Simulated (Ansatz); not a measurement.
Ansatz (a program for electronic structure) input (wB97X-V/def2-TZVPD):

Ansatz 0.2 input:
```yaml
crystal:
  periodic: [false, false, false]
  atoms:
    - {symbol: Cs, position_ang: [-0.00000000, -0.00000000, -0.69879311]}
    - {symbol: Cl, position_ang: [0.00000000, 0.00000000, 2.26080125]}
basis:
  gaussian:
    orbitals: def2-TZVPD
hamiltonian:
  xc: {name: wB97X-V}
total_charge: 1
magnetization: {spin_polarized: true, initial_magnetization: 1}
```

Output:

```
Functional definition: wB97X-V
integrals: 0.06 GiB planned
598 factors; their error is unknown
integrals: 0.09 GiB planned
214 factors; integrals over basis functions are off by at most 4.4e-5 eV
mean field: 0.52 GiB planned
mean field evaluation 1: about -13056.7469 eV, gradient 3.1e1 eV
mean field evaluation 2: about -13061.1753 eV, gradient 2.2e1 eV
mean field evaluation 4: about -13063.0374 eV, gradient 8.0e-1 eV
mean field evaluation 8: about -13063.0698 eV, gradient 2.2e-2 eV
mean field evaluation 16: about -13063.0704 eV, gradient 6.1e-1 eV
mean field evaluation 32: about -13063.1032 eV, gradient 2.4e-1 eV
mean field evaluation 64: about -13063.0861 eV, gradient 7.4e-2 eV
mean field -13063.10387163 eV, -480.0602127926 hartree, gradient 5.1e-6 eV, S^2 0.752915; 4 other end points of the search recorded, 0 dependent functions left out
reference -13063.10386963 eV, -480.0602127191 hartree; 13, 12 occupied and 65, 66 virtual orbitals, 598 factors
Total energy: -13063.10386963 eV, -480.0602127191 hartree
```

This state (charge 1, doublet) is run at the relaxed geometry of the species with charge 0 and multiplicity 1.
